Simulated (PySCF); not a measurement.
Two species compared at the same levels of theory.

First species: C4H9ClO2Si2.
Atom-mapped SMILES: `[O:1]=[CH:2][O:3][C@@H:4]1[SiH2:5][SiH2:6][CH2:7][C@H:8]1[Cl:9]` (hydrogens: H10 on C2; H11 on C4; H12, H13 on Si5; H14, H15 on Si6; H16, H17 on C7; H18 on C8)

Cartesian coordinates in Å at the GFN2-xTB level; atoms count from 1:
```
atom  x, y, z in Å
O1     2.7884   -0.3825   -1.1720
C2     2.8923   -0.1648    0.0086
O3     1.9189   -0.1456    0.8661
C4     0.6159   -0.4714    0.3517
Si5    0.3320    0.1012   -1.4880
Si6   -1.9211    0.5080   -1.0670
C7    -1.8297   -0.0776    0.7616
C8    -0.4205    0.1561    1.2618
Cl9   -0.2384   -0.5151    2.9344
H10    3.8517    0.0530    0.5023
H11    0.5263   -1.5634    0.4046
H12    0.6135   -0.9854   -2.4169
H13    1.0361    1.3535   -1.7640
H14   -2.9731   -0.2674   -1.7306
H15   -2.3990    1.8979   -1.0716
H16   -2.5365    0.4292    1.4161
H17   -2.0538   -1.1435    0.8214
H18   -0.2117    1.2241    1.3696
```

Second species: C6H8F3OP.
Bonds: O1–C2 (double), C2–C3, C3–C4, C4–P5, P5–C6, C6–F7, C6–F8, C6–F9, P5–C10, C10–C11, C2–C11. Hydrogens: H12, H13 on C3; H14, H15 on C4; H16, H17 on C10; H18, H19 on C11.

Levels: PBE0/pcSseg-1 for HOMO energy, LUMO energy and HOMO–LUMO gap. Geometries: GFN2-xTB. All species are isolated and taken at one optimised geometry, non-relativistic unless stated; the electronic structure was computed with PySCF and density fitting.

```
     property  column X  column Y
  HOMO energy  -7.69 eV  -7.44 eV
  LUMO energy  -0.44 eV  -0.75 eV
HOMO–LUMO gap   7.25 eV   6.69 eV
```

**Question.** Which column belongs to which species?

**Answer.** Column X is the first species and column Y the second. The first has 18 atoms and 94 electrons, the second 19 and 94.

**Question.** How does each property change from the first species to the second?

**Answer.** HOMO energy +0.25 eV; LUMO energy -0.31 eV; HOMO–LUMO gap -0.56 eV.

One conformer stands for the species.
